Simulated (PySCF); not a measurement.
Start geometry of `CS[SiH2]CF` from a GFN2-xTB structure with every atom displaced at random (by about 0.01 Å) (Å):
```
atom  x, y, z in Å
C1     2.4314    0.2854    0.0716
S2     0.8282    1.1157    0.4781
Si3   -0.5270   -0.4847    0.0110
C4    -2.2119    0.2102    0.3854
F5    -3.1920   -0.7663    0.1061
H6     2.4104    0.0375   -0.9836
H7     3.2049    1.0322    0.2623
H8     2.5631   -0.5588    0.6887
H9    -0.3780   -0.8250   -1.3741
H10   -0.2112   -1.6301    0.8869
H11   -2.5067    1.0696   -0.2210
H12   -2.3714    0.4860    1.4443
```

Q: What comes out of this run: PySCF 2.14.0, PBE0-D3(BJ)/def2-SVP geometry optimisation, gas phase?

A: 
```
atom  x, y, z in Å
C1     2.115    0.898    0.119
S2     0.482    1.602    0.519
Si3   -0.775   -0.072    0.064
C4    -2.544    0.507    0.446
F5    -3.430   -0.522    0.203
H6     2.183    0.619   -0.942
H7     2.854    1.683    0.326
H8     2.341    0.026    0.749
H9    -0.660   -0.467   -1.373
H10   -0.430   -1.261    0.902
H11   -2.810    1.376   -0.182
H12   -2.629    0.824    1.500
```

The energy falls by 0.179 eV over 8 energy and gradient evaluations, the largest force component goes from 0.0363 to 3.4e-04 Eh/bohr, and the atoms move by 0.051 Å rms after alignment. The bond that changes most is Si3–H9 (SiH2 silicon to Si–H hydrogen), which lengthens by 0.061 Å. Bonds longer at the end by more than 0.005 Å: 7 of 11; shorter: 3. Among the angles that change most is F5–C4–H11, from 104.3° to 109.4°. Rotational constants go from 10178, 1259, 1152 to 10202, 1250, 1145 MHz. The orientation of the end geometry is arbitrary; only internal coordinates are fixed.

The run used 113 basis functions and 50 SCF cycles in all. On Arm Neoverse V2, one thread, shared host with 32 logical CPUs at a one-minute load of 26, this took 34 s wall and 0.45 GiB of memory at its peak.

PBE0-D3(BJ)/def2-SVP frequencies: not computed here. The numbers are those of one conformer.
